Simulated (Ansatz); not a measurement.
Start from `C[CH2][AlH][CH]=N` and change one atom or group to get `C[CH2][AlH][OH]`.

Ansatz, PBE0-D4/def2-TZVP geometries, multiplicity 1. Each molecule was computed in one conformer, which needn't be the lowest.

| property | `C[CH2][AlH][CH]=N` |
| --- | --- |
| HOMO–LUMO gap (PBE0/def2-TZVPP) / eV | 4.72 |
| HOMO energy (ωB97M-V/def2-TZVPP) / eV | -8.92 |
| HOMO–LUMO gap (B3LYP/def2-TZVPP) / eV | 4.30 |
| ideal-gas entropy at 298 K and 1 bar (rigid rotor, harmonic PBE0-D4/def2-TZVP) / J/(mol·K) | 370 |
| HOMO energy (PBE/def2-TZVPP) / eV | -5.29 |
| size of the dipole moment (B3LYP/def2-TZVPP) / D | 2.09 |

(1) Give the same properties after the change, and the shifts. (An estimate is asked.)

## Answers

(1) The calculation gave: 
```json
{"property": "HOMO–LUMO gap (PBE0/def2-TZVPP) / eV", "`C[CH2][AlH][OH]`": "7.07", "shift": "2.35"}
{"property": "HOMO energy (ωB97M-V/def2-TZVPP) / eV", "`C[CH2][AlH][OH]`": "-9.74", "shift": "-0.82"}
{"property": "HOMO–LUMO gap (B3LYP/def2-TZVPP) / eV", "`C[CH2][AlH][OH]`": "6.65", "shift": "2.35"}
{"property": "ideal-gas entropy at 298 K and 1 bar (rigid rotor, harmonic PBE0-D4/def2-TZVP) / J/(mol·K)", "`C[CH2][AlH][OH]`": "334", "shift": "-36"}
{"property": "HOMO energy (PBE/def2-TZVPP) / eV", "`C[CH2][AlH][OH]`": "-6.23", "shift": "-0.94"}
{"property": "size of the dipole moment (B3LYP/def2-TZVPP) / D", "`C[CH2][AlH][OH]`": "1.86", "shift": "-0.23"}
```

With PBE0 the HOMO falls by 0.88 eV and the LUMO rises by 1.48 eV, so the gap widens by about 2.36 eV. PBE moves the HOMO by -0.94 eV and ωB97M-V by -0.82 eV. The zero-point energy changes by -44.8 kJ/mol with -6 modes. Dipoles are sizes alone; their direction can turn. Modes under 60 cm⁻¹, often nearly free rotors, make the harmonic entropy too high.

Positive LUMOs are unbound, so they and the gaps depend on the basis.

B3LYP here is the variant with VWN-RPA as its local correlation; programs differ in this.
